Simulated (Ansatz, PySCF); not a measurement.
Ga(Cl)3(NH3) (Cl3GaH3N), SMILES [NH3]->[Ga]([Cl])([Cl])[Cl] (connectivity only; charge and spin as stated), neutral, multiplicity 1. Atoms are numbered in the order given.

```xyz
8

Ga     0.0000     0.0000     0.0230
Cl    -1.8426     1.0638     0.4074
Cl     1.8426     1.0638     0.4074
Cl     0.0000    -2.1277     0.4074
N      0.0000     0.0000    -2.0438
H      0.0000    -0.9595    -2.3947
H      0.8310     0.4798    -2.3947
H     -0.8310     0.4798    -2.3947
```
Charge 0, spin multiplicity 1.

Geometry: PBE0-D3(BJ)/def2-SVP. The isomer is the one that the SMILES or the coordinates give; other isomers of the formula were not compared. Other conformers were not sampled.

Vertical ionisation energy (IE) and electron affinity (EA) in eV. Rows of orbital energies are one-electron estimates. Where ΔSCF, EOM or ADC give a negative EA the extra electron is unbound and the value depends on the basis.

```csv
level,IE,EA
"−ε(HOMO), −ε(LUMO), r2SCAN/def2-TZVP (PySCF)",7.55,1.19
"ΔSCF, PBE0/def2-TZVPD (Ansatz), final states of multiplicity 2 and 2",?,?
```

**Question.** What belongs in the gaps? (An estimate is asked for; the answer gives what the named calculation found.)

**Answer.** 
- ΔSCF, PBE0/def2-TZVPD (Ansatz, a first-principles code), final states of multiplicity 2 and 2, IE: 10.58
- ΔSCF, PBE0/def2-TZVPD (Ansatz), final states of multiplicity 2 and 2, EA: -0.03

**Question.** What vertical singlet–triplet gap does ΔSCF give with PBE0/def2-TZVPD (Ansatz)? (Estimate from the structure and the level; the computed values follow.)

**Answer.** 6.29 eV (triplet above singlet where positive).
